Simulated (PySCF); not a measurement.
## Spinor energies of Os(71+) (osmium, charge +71)

Start: [He] 2s2 2p1; 2p3/2 filled at m_j = +3/2. Calculated with PySCF 2.14 in an even-tempered Gaussian basis (16 s from 59 bohr⁻², ratio 2.4; 13 p from 76 bohr⁻², ratio 2.4; 5 d from 240 bohr⁻², ratio 2.6; 4 f from 370 bohr⁻², ratio 2.6): generalised Hartree-Fock with the X2C-1e Hamiltonian and a Gaussian nucleus; one run each with spin-orbit coupling (SO) screened by Boettger's factors, then bare. This is a chosen level, not necessarily the ground level.

```tsv
spinor shell	electrons	ε, screened SO (eV)	ε, bare SO (eV)	weight of nominal j (bare SO)	rms radius, bare SO (bohr)
1s1/2	2	-82751.2	-82751.6	1.000	0.0199
2s1/2	2	-20277.4	-20277.5	1.000	0.0778
2p3/2	1	-18385.8	-18374.0	1.000	0.0721
```

| quantity | screened SO | bare SO |
| --- | --- | --- |
| E (hartree) | -8447.84730 | -8447.41147 |
| M_J | 3/2 | 3/2 |
| ⟨J²⟩ | 3.750 | 3.750 |
| ⟨L²⟩ | 2.000 | 2.000 |
| ⟨S²⟩ | 0.750 | 0.750 |

Each row is a mean over spinors that exchange with the open shell spreads, by up to 67.877 eV (2s1/2).

Breit and QED terms are absent; they matter most for the inner s and p1/2 levels.

Densities and radii are taken from the X2C orbitals without a picture-change correction, which distorts them close to the nucleus.
